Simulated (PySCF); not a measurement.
# Two-component Hartree-Fock for Dy⁺ (dysprosium, charge +1)

Start: [Xe] 4f10 6p1; 4f5/2 filled at m_j = +1/2, +3/2, +5/2; 4f7/2 filled at m_j = -5/2, -3/2, -1/2, +1/2, +3/2, +5/2, +7/2; 6p3/2 filled at m_j = +3/2. Calculated with PySCF 2.14 in x2c-SVPall-2c with one added diffuse shell each of s, p, d, f type (8s11p10d4f1g, 128 functions): generalised Hartree-Fock with the X2C-1e Hamiltonian and a Gaussian nucleus; spin-orbit coupling (SO) screened by Boettger's factors. This is a chosen level, not necessarily the ground level.

```tsv
spinor shell	electrons	ε, screened SO (eV)	weight of nominal j (screened SO)	rms radius, screened SO (bohr)
1s1/2	2	-54052.3	1.000	0.0240
2s1/2	2	-9129.8	1.000	0.0971
2p1/2	2	-8666.5	1.000	0.0830
2p3/2	4	-7860.9	1.000	0.0896
3s1/2	2	-2089.7	1.000	0.250
3p1/2	2	-1887.4	1.000	0.241
3p3/2	4	-1715.9	1.000	0.255
3d3/2	4	-1372.0	0.999	0.228
3d5/2	6	-1333.9	0.999	0.231
4s1/2	2	-443.64	1.000	0.564
4p1/2	2	-363.14	0.994	0.579
4p3/2	4	-322.76	0.997	0.609
4d3/2	4	-190.96	0.888	0.655
5s1/2	2	-67.120	1.000	1.41
5p1/2	2	-42.881	0.975	1.59
5p3/2	4	-37.327	0.987	1.70
4f5/2	3	-20.362	0.621	0.964
4f7/2	7	-21.686	0.487	0.948
6p3/2	1	-7.573	1.000	5.41
```

Q: Where does 4d5/2 lie, and what is the 4d spin-orbit splitting (screened SO)?

A: At -178.15 eV, 12.814 eV above 4d3/2.

| quantity | screened SO |
| --- | --- |
| E (hartree) | -12156.72529 |
| M_J | 19/2 |
| ⟨J²⟩ | 99.759 |
| ⟨L²⟩ | 56.842 |
| ⟨S²⟩ | 8.599 |

Each row is a mean over spinors that exchange with the open shell spreads, by up to 14.786 eV (4d5/2).

Rows whose weight is well below 1 are mixtures of j = l ± 1/2: exchange outweighs spin-orbit coupling there, and the label is only the starting occupation.

Breit and QED terms are absent; they matter most for the inner s and p1/2 levels.

Densities and radii are taken from the X2C orbitals without a picture-change correction, which distorts them close to the nucleus.
